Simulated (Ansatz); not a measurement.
Basis-set extrapolation for C6H6O2, SMILES `Oc1ccccc1O` (PBE0-D4/def2-TZVP geometry, frozen core, Ansatz). Multiplicity 1, RHF reference.

```json
{"": "HF", "def2-TZVPP": "-380.573481", "def2-QZVPP": "-380.590075"}
{"": "MP2 correlation", "def2-TZVPP": "-1.416279", "def2-QZVPP": "-1.515375"}
{"": "CCSD(T) correlation", "def2-TZVPP": "-1.504305", "def2-QZVPP": "not run"}
```

Energies in hartree. Use E(X) = E(∞) + A·exp(−7.88·√X) for Hartree–Fock and E(X) = E(∞) + B·X^(−2.97) for correlation, with X = 3 and 4, and add CCSD(T) minus MP2 of the smaller set to the MP2 limit.

Task: What is the CCSD(T) energy at the basis-set limit?

Result: HF limit: -380.590075 + (-0.016594) × 0.13774 = -380.59236. MP2 limit: -1.515375 + (-0.099096) × 0.74074 = -1.58878. Higher-order term: -1.504305 − (-1.416279) = -0.08803. Total: -382.26917 hartree, 120.1 kcal/mol below CCSD(T)/def2-TZVPP.
